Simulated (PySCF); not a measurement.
A PySCF script (with the pyscf-properties extension) for the NMR shieldings of SMILES C1C(CC)CCC1, C$_{7}$H$_{14}$, on a GFN2-xTB geometry:

```python
import basis_set_exchange as bse
import numpy as np
from pyscf import gto, dft
from pyscf.prop import nmr

atoms = """
C     2.658299   -0.465241    0.206128
C     1.565531    0.552474   -0.100129
C     0.220971    0.162232    0.510413
C    -0.836028    1.265254    0.369666
C    -2.157466    0.508165    0.425841
C    -1.878944   -0.715666   -0.444002
C    -0.416381   -1.081061   -0.147011
H     2.391260   -1.445457   -0.181074
H     2.805670   -0.552595    1.280405
H     3.600835   -0.162905   -0.244884
H     1.862632    1.527326    0.294869
H     1.453874    0.654848   -1.182296
H     0.373909   -0.035128    1.576179
H    -0.733490    1.754313   -0.601064
H    -0.747344    2.022798    1.147608
H    -2.999758    1.096186    0.063221
H    -2.366569    0.200881    1.452066
H    -1.991611   -0.445733   -1.495212
H    -2.560262   -1.539463   -0.234922
H     0.106610   -1.346365   -1.065651
H    -0.360659   -1.937922    0.524083
"""
names = dict.fromkeys(["C", "H"], "pcSseg-1")
basis = {el: gto.basis.parse(bse.get_basis(n, elements=[el], fmt="nwchem")) for el, n in names.items()}
mol = gto.M(atom=atoms, basis=basis, charge=0, verbose=0)
mf = dft.RKS(mol, xc="PBE0")
mf.grids.level = 2
mf.grids.alignment = dft.numint.BLKSIZE   # the property module wants whole blocks of grid points
mf.conv_tol = 1e-9
mf.kernel()

calc = nmr.RKS(mf)   # GIAO
C = mf.mo_coeff
Co = C[:, mf.mo_occ > 0]
resp = mf.gen_response(singlet=True, hermi=2)
def vind(x):   # induced exchange potential for any number of trial vectors
    d = np.einsum("pi,xij,qj->xpq", C, 2 * x.reshape(-1, C.shape[1], Co.shape[1]), Co, optimize=True)
    return np.einsum("xpq,pi,qj->xij", resp(d - d.transpose(0, 2, 1)), C, Co, optimize=True).ravel()
mo1, _ = nmr.rhf.solve_mo1(calc, with_cphf=vind)
sigma = calc.kernel(mo1)
for i, s in enumerate(sigma):   # ppm
    w = np.linalg.eigvalsh((s + s.T) / 2)
    print("%2d %-2s iso %8.1f  s11 %8.1f  s22 %8.1f  s33 %8.1f" % (i, mol.atom_pure_symbol(i), w.mean(), *w))
```

**Question.** What are the results?

**Answer.** 
```
 0 C  iso    170.4  s11    157.7  s22    166.1  s33    187.3
 1 C  iso    151.9  s11    139.1  s22    147.0  s33    169.5
 2 C  iso    142.0  s11    118.1  s22    141.7  s33    166.3
 3 C  iso    147.6  s11    121.0  s22    154.8  s33    167.1
 4 C  iso    155.5  s11    131.3  s22    164.8  s33    170.5
 5 C  iso    157.7  s11    130.9  s22    167.7  s33    174.7
 6 C  iso    154.6  s11    127.7  s22    159.7  s33    176.4
 7 H  iso     30.6  s11     25.7  s22     30.8  s33     35.4
 8 H  iso     30.9  s11     26.7  s22     28.8  s33     37.1
 9 H  iso     30.6  s11     25.8  s22     27.5  s33     38.4
10 H  iso     30.0  s11     24.4  s22     30.0  s33     35.7
11 H  iso     30.8  s11     26.5  s22     30.8  s33     35.1
12 H  iso     30.1  s11     27.2  s22     28.3  s33     34.9
13 H  iso     30.7  s11     26.0  s22     30.2  s33     36.0
14 H  iso     29.9  s11     25.3  s22     28.0  s33     36.3
15 H  iso     30.0  s11     25.2  s22     27.0  s33     37.7
16 H  iso     30.3  s11     26.0  s22     27.8  s33     37.2
17 H  iso     30.2  s11     25.3  s22     28.2  s33     37.1
18 H  iso     29.9  s11     24.9  s22     27.5  s33     37.4
19 H  iso     30.5  s11     25.1  s22     30.8  s33     35.8
20 H  iso     29.8  s11     24.5  s22     28.9  s33     36.2
```

These numbers come from an equivalent density-fitted implementation of the same equations, which agrees with the script to about 0.01 ppm for H and up to a few tenths of a ppm for heavy atoms, so last digits may differ.

**Question.** Turn these shieldings into chemical shifts. Scale: 13C (σ = 186.93 ppm) and 1H (σ = 31.72 ppm) vs TMS (reference shieldings calculated alike).

**Answer.** Averaging equivalent atoms: C 2: 44.9; C 3/6: 35.8; C 1: 35.0; C 4/5: 30.3; C 0: 16.6; H 14/20: 1.87; H 15/17: 1.62; H 16/18: 1.60; H 12: 1.60; H 10/11: 1.30; H 13/19: 1.09; H 7/8/9: 1.02 ppm. 

Size and cost of the density-fitted run: 189 basis functions, about 20 core-seconds.
